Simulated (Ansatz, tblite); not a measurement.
Spin states of Na2Li3⁺, each relaxed with B3LYP/def2-TZVP in Ansatz. Electronic energies in the gas phase.

The xTB rows come from tblite. HSE06 is defined as in plane-wave codes, on full-range PBE exchange. Correlated methods freeze 2 core orbitals; core or outer-core shells of Li, Na are correlated, in sets that lack core-valence functions. The structure comes from a short search, and lower isomers may exist.

Singlet geometry (D3h within 0.1 Å):

Cartesian coordinates in Å:
```
Li 0.144 1.167 -1.089
Li -1.426 -0.657 0.280
Li 1.283 -0.504 0.806
Na 0.536 -2.029 -2.126
Na -0.537 2.023 2.129
```

Triplet geometry (C2v within 0.1 Å):

```csv
atom,x (Å),y (Å),z (Å)
Li1,0.250,1.121,-1.624
Li2,-1.406,-0.161,0.269
Li3,1.064,-0.976,1.379
Na4,0.002,-2.319,-1.627
Na5,0.090,2.334,1.603
```

Quintet geometry (D3h within 0.1 Å):

```xyz
5

Li   -0.973    1.516   -0.532
Li    0.970    0.026    1.605
Li    0.001   -1.538   -1.075
Na   -2.321   -0.995    1.420
Na    2.324    0.991   -1.418
```

⟨S²⟩: triplet 2.02 at PBE0/def2-TZVP (pure 2.00), quintet 6.00 at PBE0/def2-TZVP (pure 6.00).

Run but left out: HF/def2-TZVP, HF/def2-TZVPP, r2SCAN/def2-TZVP (singlet: restricted singlet, unstable towards broken spin symmetry); MP2/def2-TZVP, MP2/def2-TZVPP (triplet: ⟨S²⟩ 2.16 to 2.21, where a pure state has 2.00).

Only these spin states were relaxed. The triplet has other bonds than the singlet, so the gap mixes isomer and spin. The quintet has other bonds than the singlet, so the gap mixes isomer and spin.

```
             level  triplet − singlet (kcal/mol)  quintet − singlet (kcal/mol)  lowest of these                                                                     remarks
          GFN2-xTB                          12.5                          70.7          singlet                                                                           –
    PBE0/def2-TZVP                           8.2                          43.7          singlet                                                                           –
   HSE06/def2-TZVP                           8.2                          43.6          singlet                                                                           –
 ωB97M-V/def2-TZVP                          14.0                          59.6          singlet                                                                           –
 RPA@PBE/def2-TZVP                           9.1                          40.8          singlet                                                                           –
CCSD(T)/def2-TZVPP                          10.6                          42.6          singlet  restricted SCF unstable (singlet), spin-contaminated (⟨S²⟩ 2.21) (triplet)
```

(1) Estimate the rows for GFN1-xTB, PBE/def2-TZVP, r2SCANh/def2-TZVP, CAM-B3LYP/def2-TZVP, CCSD/def2-TZVPP.

Answers

(1) 
```
              level  triplet − singlet (kcal/mol)  quintet − singlet (kcal/mol)  lowest of these                                                                     remarks
           GFN1-xTB                          18.4                          64.8          singlet                                                                           –
      PBE/def2-TZVP                           8.9                          45.4          singlet                                                                           –
  r2SCANh/def2-TZVP                           4.1                          34.1          singlet                                                                           –
CAM-B3LYP/def2-TZVP                          12.5                          53.6          singlet                                                                           –
    CCSD/def2-TZVPP                          10.7                          41.0          singlet  restricted SCF unstable (singlet), spin-contaminated (⟨S²⟩ 2.21) (triplet)
```

The xTB methods have no spin-polarisation term.
